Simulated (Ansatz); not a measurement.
`N[SiH](O)[SiH2]O` + `[CH3][Ga]([CH3])[NH2]` → `C[SiH2][SiH](N)O` + `[CH3][Ga]([NH2])[OH]`  (redistribution)

Calculated with Ansatz (gas phase, PBE0-D4/def2-TZVP geometries, no zero-point term in ΔE). CCSD(T)/CBS is the MP2 limit (def2-TZVPP, def2-QZVPP) plus CCSD(T) − MP2 in def2-TZVPP, frozen cores. DFT in def2-TZVPP. B3LYP here is the variant with VWN-RPA as its local correlation; programs differ in this. For Ga outer-core shells are correlated without core-valence functions, which leaves a few kJ/mol of doubt a bond. Scalar relativity is left out up to krypton. Each species was taken in one conformer, which may not be the lowest.

`N[SiH](O)[SiH2]O`:

Cartesian coordinates in Å:
```
N -1.139 -1.388 -0.934
Si -0.077 -0.750 0.241
O -0.766 -0.023 1.573
Si 1.102 1.110 -0.566
O 1.136 2.222 0.658
H -1.691 -0.810 -1.545
H -1.443 -2.346 -0.935
H 0.712 -1.929 0.698
H -1.267 -0.565 2.185
H 2.498 0.795 -0.972
H 0.413 1.664 -1.770
H 0.521 2.019 1.368
```

`[CH3][Ga]([CH3])[NH2]`:

Cartesian coordinates in Å:
```
C 1.648 -0.940 -0.203
Ga 0.016 0.127 0.052
C -1.819 -0.447 -0.363
N 0.223 1.805 0.736
H 2.542 -0.390 0.095
H 1.600 -1.861 0.383
H 1.758 -1.232 -1.251
H -2.076 -1.351 0.195
H -2.550 0.326 -0.118
H -1.916 -0.687 -1.425
H 1.110 2.208 0.987
H -0.535 2.442 0.912
```

`C[SiH2][SiH](N)O`:

Cartesian coordinates in Å:
```
C 0.208 2.384 0.280
Si 0.301 0.658 1.009
Si -0.518 -0.975 -0.451
N -0.008 -2.529 0.049
O 0.031 -0.467 -1.931
H 0.744 2.418 -0.671
H 0.646 3.123 0.954
H -0.830 2.667 0.090
H -0.459 0.590 2.291
H 1.720 0.316 1.332
H -2.006 -1.089 -0.492
H -0.568 -3.354 -0.076
H 0.939 -2.742 0.311
H -0.201 -1.001 -2.694
```

`[CH3][Ga]([NH2])[OH]`:

```xyz
10

C     1.077   -1.082   -0.462
Ga   -0.361    0.160    0.000
N    -0.224    1.571    1.124
O    -2.025    0.030   -0.664
H     1.254   -1.075   -1.539
H     2.006   -0.815    0.043
H     0.807   -2.100   -0.174
H    -0.998    2.180    1.328
H     0.613    1.836    1.611
H    -2.148   -0.705   -1.267
```

```tsv
level	ΔE (kJ/mol)	difference from CCSD(T)/CBS
PBE-D4	9.7	-4.3
r2SCAN-D4	11.0	-3.0
PBE0-D4	10.9	-3.1
B3LYP-D4	13.7	-0.3
ωB97X-V	11.2	-2.8
B2PLYP	12.5	-1.5
r2SCAN	11.1	-2.9
B3LYP	13.5	-0.5
MP2/def2-TZVPP	12.1	-1.9
SCS-MP2/def2-TZVPP	11.5	-2.5
CCSD(T)/def2-TZVPP	11.7	-2.3
HF/def2-QZVPP	12.3	-1.7
MP2/def2-QZVPP	13.3	-0.7
SCS-MP2/def2-QZVPP	12.5	-1.5
MP2/CBS(def2)	14.4	0.4
CCSD/CBS(def2)	14.7	0.7
CCSD(T)/CBS	14.0	0
```

Largest T1 diagnostic among the species: 0.013.

CCSD(T)/CBS has its own doubt, a few kJ/mol and more with outer-core shells, so smaller differences from it don't rank the levels.
